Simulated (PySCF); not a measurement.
Si(F)(Cl)(Br)(OH) (BrClFHOSi), SMILES O[Si](F)(Cl)Br. Geometry: PBE-D3(BJ)/def2-SVP. Other conformers were not sampled.

Computed equilibrium geometry at PBE-D3(BJ)/def2-SVP (PySCF confirms it by a frequency run) as bond lengths and angles (one conformer of several):
Atoms: O1 Si2 F3 Cl4 Br5 H6. Bonds (Å): O1–Si2 1.649, O1–H6 0.974, Si2–F3 1.624, Si2–Cl4 2.042, Si2–Br5 2.216. Bond angles (°): Si2–O1–H6 115.7, O1–Si2–F3 111.0, O1–Si2–Cl4 107.4, O1–Si2–Br5 111.9, F3–Si2–Cl4 108.2, F3–Si2–Br5 106.8, Cl4–Si2–Br5 111.6.
